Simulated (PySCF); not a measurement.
Symmetry of computed structures. The calculation used PBE0-D3(BJ)/def2-SVP geometry optimisation, gas phase in PySCF. The symmetry is that of the one conformer found, every atom within 0.08 Å of its image; none is proved a minimum here.

Task: What symmetry has 1-bromo-4-ethynylbenzene, `C#CC1=CC=C(Br)C=C1`?

Result: C2v; near-prolate asymmetric top; symmetry number 2; 4 operations, which sort the 14 atoms into 10 sets; dipole 0.95 D, along a, the twofold axis.

Task: What symmetry has `[CH3:1][C:2](=[O:3])[SiH2:4][C:5](=[O:6])[N:7]([CH3:8])[CH3:9]` with C1–C2–Si4–C5 97°, C2–Si4–C5–O6 -108°?

Result: C1; asymmetric top; symmetry number 1; this conformer is chiral (no improper operation); dipole 1.17 D; A, B, C = 2103, 872.9, 742.6 MHz.

Task: `[F:1][Ge:2]([F:3])([F:4])[F:5]`: symmetry, top, dipole?

Result: Td; spherical top; symmetry number 12; 24 operations, which sort the 5 atoms into 2 sets; dipole forbidden by symmetry (computed 0.01 D); heavy atoms equivalent by symmetry: F1/F3/F4/F5.
